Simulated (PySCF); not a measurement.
## C₆ coefficients of unlike pairs at PBE0

Calculated with PySCF 2.14 from the dipole response of each species, C₆(A,B) = (3/π) ∫ α_A(iu) α_B(iu) du, in atomic units, from isotropic polarisabilities. For ions this is the dispersion term alone; charge-induced terms of lower order in 1/R come first.

```csv
species,configuration,basis,relativity,α (bohr³),C₆ (like pair)
Mn⁺,[Ar] 3d5 4s1 (7S),def2-QZVPPD (11s6p5d4f2g),none,30.87,162.0
Kr⁺,[Ar] 3d10 4s2 4p5 (2P),aug-cc-pVTZ-DK (7s6p4d2f),spin-free X2C,10.77,65.75
Rh,[Kr] 4d8 5s1 (4F),aug-cc-pVDZ-PP with ECP28MDF (5s5p4d2f),core potential,56.82,472.7
K⁺,[Ar] (1S),dyall-av2z (17s13p2d),none,5.135,22.40
```

(1) Estimate C₆ for Rh with Kr⁺.

No spin-orbit coupling is included.

The other pairs:

| pair | C₆ |
| --- | --- |
| K⁺, Rh | 84.10 |
| K⁺, Kr⁺ | 37.70 |
| K⁺, Mn⁺ | 49.46 |
| Rh, Mn⁺ | 276.3 |
| Kr⁺, Mn⁺ | 92.13 |

## Answers

(1) The integral gives 156.1. The combination rule 2 C_A C_B / (C_A α_B/α_A + C_B α_A/α_B) gives 142.4 and the geometric mean 176.3.
